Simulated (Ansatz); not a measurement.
```yaml
crystal:
  periodic: [false, false, false]
  atoms:
    - {symbol: C, position_ang: [-1.978128, 0.417038, 0.460067]}
    - {symbol: C, position_ang: [-0.749493, 0.319018, -0.040545]}
    - {symbol: N, position_ang: [0.235744, 1.340633, 0.163502]}
    - {symbol: Si, position_ang: [0.139301, -1.271365, -0.569884]}
    - {symbol: O, position_ang: [0.585490, -1.226705, -2.171416]}
    - {symbol: In, position_ang: [1.979341, -0.367593, 0.981885]}
    - {symbol: H, position_ang: [-2.331283, 1.305997, 0.979862]}
    - {symbol: H, position_ang: [-2.668273, -0.414109, 0.387921]}
    - {symbol: H, position_ang: [0.675719, 1.627312, -0.704099]}
    - {symbol: H, position_ang: [-0.115042, 2.161274, 0.645478]}
    - {symbol: H, position_ang: [-0.811834, -2.401345, -0.352478]}
    - {symbol: H, position_ang: [-0.110562, -1.381769, -2.813056]}
    - {symbol: H, position_ang: [1.709599, -0.417018, 2.687909]}
    - {symbol: H, position_ang: [3.439409, 0.308622, 0.344864]}
basis:
  gaussian: {orbitals: def2-TZVP, fitting: {mean_field: cc-pVTZ-jkfit}, final_grid: {core_spheres: 20, valence_spheres: 16, degree: 47}}
hamiltonian: {xc: {name: wB97X}}
output: {forces: true}
```

```sh
$ ansatz run in.yaml --threads 2 --pin off --events-out ev --progress --plain --max-ram 31744MiB --backend cpu
```

How does Ansatz answer? (Best estimate.)

The calculation gave: The program refused the input.
```
Functional definition: wB97X
Error: <dir> the basis set cc-pVTZ-JKFIT has no functions for In
```
